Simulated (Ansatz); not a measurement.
Ideal-gas functions of CH₃F₃SSi, SMILES `FC(F)(F)S[SiH3]` at 400 K and 1 bar, from an Ansatz frequency run at PBE0-D4/def2-TZVP.

Molar mass 132.18 g/mol, point group Cs (symmetry number 1), electronic degeneracy 1, moments of inertia 126.244, 321.325, 354.189 u Å². Harmonic wavenumbers (cm⁻¹, unscaled): 16, 113, 132, 319, 329, 446, 510, 549, 554, 615, 646, 774, 901, 925, 952, 1132, 1174, 1203, 2246, 2261, 2264.

Use S(trans) = R[1.5 ln M + 2.5 ln T − 1.1517]; rotational temperatures θ = 24.2544 K / I; S(rot) = R[ln(√π/σ · √(T³/θAθBθC)) + 1.5]; for each mode x = 1.438777 ν̃/T, S = R[x/(eˣ − 1) − ln(1 − e⁻ˣ)] and H = RT x/(eˣ − 1); 1 cm⁻¹ = 0.0119627 kJ/mol; R = 8.31446 J/(mol·K).

**Question.** By hand: the entropy, in J/(mol·K).

**Answer.** Translation 175.9. Rotation: θ = 0.1921, 0.0755, 0.0685 K, giving 120.7. Vibration, mode by mode: 32.05, 15.86, 14.59, 7.61, 7.38, 5.22, 4.35, 3.89, 3.83, 3.22, 2.95, 2.05, 1.43, 1.33, 1.23, 0.73, 0.65, 0.59, 0.02, 0.02, 0.02, in all 109.0. Electronic 0.0. Sum 405.6 J/(mol·K).

**Question.** By hand: H − E and G − E in kJ/mol, counted from the electronic energy.

**Answer.** Zero-point energy ½ × 18061 × 0.0119627 = 108.0; thermal vibration 20.9; translation, rotation and pV give 4 RT = 13.3. H − E = 142.2 kJ/mol, and G − E = 142.2 − 400 × 405.6/1000 = -20.0 kJ/mol.

Vibration gives 27 % of the entropy, 62.5 J/(mol·K) of it from the modes under 150 cm⁻¹: soft modes count most, and the harmonic formula is weakest for them.
